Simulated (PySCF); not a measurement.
# Kr: excitation energy

Kr [Kr] (1S) → Kr [Ar] 3d10 4s2 4p5 5s1 (3P), as a difference of total energies. Computed with PySCF 2.14 in aug-cc-pVTZ-PP with one added diffuse shell each of s, d, f type with ECP10MDF (7s5p5d3f, 68 functions), with a scalar-relativistic core potential. Correlated levels: valence: 3s2 3p6 3d10 frozen. The calculations carry no spin-orbit coupling.

```json
{"method": "UHF", "excitation energy (eV)": "9.334"}
{"method": "MP2 (valence)", "excitation energy (eV)": "10.009"}
{"method": "SCS-MP2 (valence)", "excitation energy (eV)": "10.001"}
{"method": "CCSD (valence)", "excitation energy (eV)": "9.869"}
{"method": "CCSD(T) (valence)", "excitation energy (eV)": "9.889"}
```

How much does correlation contribute at CCSD(T) (valence)?

9.889 − (9.334) = 0.555 eV, measured against UHF.

The promoted electron is Rydberg-like, and one or two diffuse shells describe it only roughly, which tends to raise the upper state.
